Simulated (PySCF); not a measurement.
A structure optimised at PBE-D3(BJ)/def2-SVP, used in a PySCF frequency run:

```
Si
N 1 1.7465
H 2 1.0231 1 117.72
H 2 1.0239 3 109.85 1 138.30
N 1 1.7465 2 113.28 3 63.54
H 5 1.0231 1 117.72 2 52.15
H 5 1.0239 6 109.85 1 -138.30
N 1 1.7465 2 113.28 3 -52.15
H 8 1.0231 1 117.72 2 -63.54
H 8 1.0239 9 109.85 1 -138.30
N 1 1.7465 2 102.09 3 -174.30
H 11 1.0231 1 117.72 2 -174.30
H 11 1.0239 12 109.85 1 138.30
```
Charge 0, spin multiplicity 1.

Question: Write its SMILES, formula and point group.

Answer: N[Si](N)(N)N, H₈N₄Si, S4

Question: What are its rotational constants (standard atomic weights)?

Answer: 3.7682, 3.3632, 3.3632 GHz
